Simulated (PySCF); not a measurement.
## The first ionisation energy along the 4p block

Calculated with PySCF 2.14 from differences of total energies of unrestricted determinants, without spin-orbit coupling. Values in eV. The last column holds reference values (NIST; (s) semi-empirical, (t) theoretical, else measured). Unmarked ones compare directly (S terms, centres of terms, or small fine structure); those marked * lie between the lowest fine-structure levels and include a spin-orbit shift.

```csv
element,configurations,UHF,LDA,PBE,r2SCAN,MP2 (valence),SCS-MP2 (valence),reference
"Ga (x2c-QZVPPall with one added diffuse shell each of s, p, d, f type, spin-free X2C)",[Ar] 3d10 4s2 4p1 → [Ar] 3d10 4s2,5.530,6.046,5.964,6.110,5.760,5.745,5.931
"Ge (x2c-QZVPPall with one added diffuse shell each of s, p, d, f type, spin-free X2C)",[Ar] 3d10 4s2 4p2 → [Ar] 3d10 4s2 4p1,7.402,8.011,7.887,8.044,7.777,7.699,7.925
"As (x2c-QZVPPall with one added diffuse shell each of s, p, d, f type, spin-free X2C)",[Ar] 3d10 4s2 4p3 → [Ar] 3d10 4s2 4p2,9.407,10.024,9.879,10.082,9.921,9.770,10.008
"Se (x2c-QZVPPall with one added diffuse shell each of s, p, d, f type, spin-free X2C)",[Ar] 3d10 4s2 4p4 → [Ar] 3d10 4s2 4p3,8.543,9.893,9.642,9.676,9.333,9.418,9.635
"Br (x2c-QZVPPall with one added diffuse shell each of s, p, d, f type, spin-free X2C)",[Ar] 3d10 4s2 4p5 → [Ar] 3d10 4s2 4p4,10.712,12.075,11.787,11.851,11.659,11.674,11.844
"Kr (x2c-QZVPPall with one added diffuse shell each of s, p, d, f type, spin-free X2C)",[Kr] → [Ar] 3d10 4s2 4p5,13.033,14.323,14.020,14.135,14.113,14.042,14.222
```

```json
{"method": "UHF", "elements": "6", "mean error (eV)": "-0.823", "mean absolute error (eV)": "0.823", "largest error (eV)": "-1.189"}
{"method": "LDA", "elements": "6", "mean error (eV)": "0.135", "mean absolute error (eV)": "0.135", "largest error (eV)": "0.258"}
{"method": "PBE", "elements": "6", "mean error (eV)": "-0.064", "mean absolute error (eV)": "0.077", "largest error (eV)": "-0.202"}
{"method": "r2SCAN", "elements": "6", "mean error (eV)": "0.056", "mean absolute error (eV)": "0.084", "largest error (eV)": "0.179"}
{"method": "MP2 (valence)", "elements": "6", "mean error (eV)": "-0.167", "mean absolute error (eV)": "0.167", "largest error (eV)": "-0.302"}
{"method": "SCS-MP2 (valence)", "elements": "6", "mean error (eV)": "-0.203", "mean absolute error (eV)": "0.203", "largest error (eV)": "-0.238"}
```

Errors include the incompleteness of the basis and the frozen core.

"Valence" correlates the outer s and p shells and, in groups 3 to 12 and the f block, the outer d or f shell, open or full, or the next shell where the ion has no valence electron left; the wider scheme adds the next inner shell.
